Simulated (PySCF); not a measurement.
C3H9BO2, SMILES C(CC)B(O)O, singlet at its GFN2-xTB optimised geometry (Å):

```
15

C      1.7754    -2.1029     0.0517
C      1.2025    -0.6916     0.0000
C     -0.3274    -0.6916     0.0000
B     -0.9880     0.7671     0.0000
O     -2.3287     0.9664    -0.1670
O     -0.2161     1.8552     0.1824
H      1.4467    -2.6160     0.9534
H      2.8628    -2.0759     0.0504
H      1.4462    -2.6816    -0.8093
H      1.5577    -0.1841    -0.8980
H      1.5555    -0.1183     0.8578
H     -0.6746    -1.2391     0.8820
H     -0.6800    -1.2623    -0.8646
H     -2.8628     0.1849    -0.2948
H     -0.7014     2.6816     0.1752
```

Level of theory: PySCF with PBE0/def2-TZVP. Cells within 0.4 Å of a nucleus heavier than hydrogen are left out (blank, or x).

Map of the deformation density (molecule minus spherical neutral atoms) (e/bohr³) on the plane z = 0.0 Å:

```
|1111111111111111111111111111111|
|1111111111111111111111111111111|
|1111111111111111111111111111111|
|1111111111111111111111111111111|
|1111111111111111111111111111111|
|1111111111110001111111111111111|
|1111111111100001111111111111111|
|1111111111101431111111111111111|
|1111111111112652211111111111111|
|11111112111012xx421111111111111|
|11111122210025xx321111111111111|
|1111112572213852111111111111111|
|1111112xxx64xx21111111111111111|
|11111123x56xxx10011111111111111|
|1111102532225741100111111111111|
|1111100111115862110121111111111|
|11111000111136x3432x21111111111|
|1111111111111xxx76xx10111111111|
|11111111111113x344xx31111111111|
|1111111111111211113762111111111|
|1111111111111111012563342111111|
|11111111111111111002xx894111111|
|11111111111111111112xx663111111|
|1111111111111111111220121111111|
|1111111111111111111111111111111|
|1111111111111111111111111111111|
|1111111111111111111111111111111|
|1111111111111111111111111111111|
|1111111111111111111111111111111|
|1111111111111111111111111111111|
|1111111111111111111111111111111|
```
Scale: ten equal steps from -0.023 (start of '0') to 0.105 (end of '9'), in the order '0123456789'; x runs from -5.00 to 5.00, y from -5.00 (bottom) to 5.00 (top).
